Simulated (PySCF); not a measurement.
These compounds are isomers of formula C6H10O4.

A. diethyl oxalate (SMILES CCOC(=O)C(=O)OCC)
B. `COC(=O)C(=O)OC(C)C`
C. `C(OCCC(OC)=O)(C)=O`

Spectrum 1. 1H NMR (500 MHz, computed): δ 4.58 (q, 4H), 1.33 (t, 6H). 13C{1H} NMR (computed): δ 166.2 (C), 64.3 (CH2), 16.3 (CH3).

Spectrum 2. 1H NMR (500 MHz, computed): δ 4.45 (t, 2H), 3.87 (s, 3H), 2.84 (t, 2H), 2.08 (s, 3H). 13C{1H} NMR (computed): δ 178.2 (C), 177.2 (C), 63.5 (CH2), 53.7 (CH3), 34.6 (CH2), 23.4 (CH3).

Spectrum 3. 1H NMR (500 MHz, computed): δ 5.11 (sept, 1H), 4.01 (s, 3H), 1.38 (d, 6H). 13C{1H} NMR (computed): δ 167.8 (C), 165.8 (C), 72.3 (CH), 54.5 (CH3), 23.1 (CH3).

Averaged over atoms made equivalent by symmetry, fast rotation or ring inversion, no solvent model, relativity neglected, one conformer. GFN2-xTB structure; PBE0/pcSseg-1 with gauge-including orbitals; PySCF 2.14.0 with density-fitted response routines.

Chemical shifts δ = σref − σ; TMS for 1H and 13C, all at this level. Where no couplings were computed, multiplicities follow the n + 1 count of equivalent neighbours, and m marks all less simple cases (inequivalent or close neighbours, rings, F or P nearby). Shifts are as computed. Against solution values, carbons near 30 ppm lie about +3 ppm off and those near 130 ppm about +5 ppm. Of 1211 compounds with measured shifts, 218 miss one by over three times the rms of a fit or turn the order of signals round; such compounds aren't used in these exercises.

**Question.** Match each spectrum to its structure.

**Answer.** 1–A, 2–C, 3–B.

- Spectrum 1 (A): 3 13C signals; δC 166.2 is an ester carbonyl carbon; δC 64.3 is an sp3 CH2 bonded to O.
- Spectrum 2 (C): 6 13C signals; δC 178.2 is an ester carbonyl carbon; δC 177.2 is an ester carbonyl carbon.
- Spectrum 3 (B): 5 13C signals; δC 167.8 is an ester carbonyl carbon; δC 165.8 is an ester carbonyl carbon.
